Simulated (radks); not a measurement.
Q: Isoelectronic series with 1 electrons, all held in the configuration 1s1, which need not be the ground one along the series. All-electron calculation, scalar-relativistic Kohn-Sham, PBE, spin-unpolarised, spherical densities, finite nucleus; Fermi nuclear charge, rms radius of each element as measured or else 0.836 A^(1/3) + 0.57 fm. Program: a radial shooting solver on a logarithmic mesh with Libxc functionals. Total energies (hartree) and orbital eigenvalues (eV):

ion    E (hartree)         1s
H         -0.45893    -6.4927
He+       -1.90215   -39.1300
Li2+      -4.34457   -98.9214
Be3+      -7.78743  -185.9240
B4+      -12.23145  -300.1627
C5+      -17.67741  -441.6598
N6+      -24.12622  -610.4398
O7+      -31.57893  -806.5310
Ne9+     -49.50105  -1280.781
Mg11+    -71.45539  -1864.720
Al12+    -83.94900  -2197.940
Si13+    -97.45622  -2558.730
P14+    -111.97926  -2947.152
S15+    -127.52049  -3363.267
Cl16+   -144.08247  -3807.146
Ar17+   -161.66793  -4278.861
K18+    -180.27978  -4778.490
Ca19+   -199.92110  -5306.118

Estimate the row of F8+.

A: E (hartree) -40.03675; 1s -1029.966.
